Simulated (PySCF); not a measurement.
[TiF6]3-: Ti(III) (d1), charge -3. The structure is a model geometry with rigid ligands and bond lengths from ionic radii, not a minimum; coordination octahedral, point group Oh, metal–donor distances 1.97 Å.

```
7

Ti    0.0000    0.0000    0.0000
F     0.0000    0.0000    1.9700
F     0.0000    0.0000   -1.9700
F     1.9700    0.0000    0.0000
F    -1.9700    0.0000    0.0000
F     0.0000    1.9700    0.0000
F     0.0000   -1.9700    0.0000
```

Method (PySCF 2.14, density fitting): CASSCF(1,5) with orbitals averaged over all microstates of the shell, strongly contracted NEVPT2 on the averaged canonical orbitals; basis x2c-TZVPall on the metal, x2c-SVPall elsewhere; spin-free X2C; IEF-PCM water; spin-orbit coupling by state interaction with the mean-field operator over all roots.

Question: What is the ground state?

Answer: 2T2g (S = 1/2, orbital degeneracy 3), with 1.0 electrons in the lower (t2g-type) set and 0.0 in the upper (eg-type) set, by NEVPT2.

Question: Where do the spin-allowed transitions within the shell lie?

Answer: By NEVPT2: 2Eg at 18145 cm⁻¹ (551 nm). All are electric-dipole forbidden at this geometry.

Question: Give the fitted ligand-field and repulsion parameters.

Answer: At NEVPT2 level: orbital energies 0, 0, 0, 18145, 18145 cm⁻¹; 10Dq = 18145 cm⁻¹; ζ = 139 cm⁻¹ (free ion 152).

Question: What are the magnetic parameters?

Answer: Degenerate or low-lying orbital states mix with the ground state, so no spin-only Hamiltonian applies. The lowest spin-orbit level is 4-fold; the next lies at 216.4 cm⁻¹. μeff is 1.89 μB at 300 K and 0.44 μB at 10 K; the spin-only value is 1.73 μB.

The ground state is orbitally degenerate in this regular structure, which would distort (Jahn–Teller), so its moment is that of the undistorted model. NEVPT2 on the d shell alone tends to put d–d bands too high for such charged or covalently bound ions.

The job took 7.2 s on one thread of Intel Xeon Platinum 8488C (shared host), with 132 basis functions, launched as `OMP_NUM_THREADS=1 python lf_run.py task.json out`.
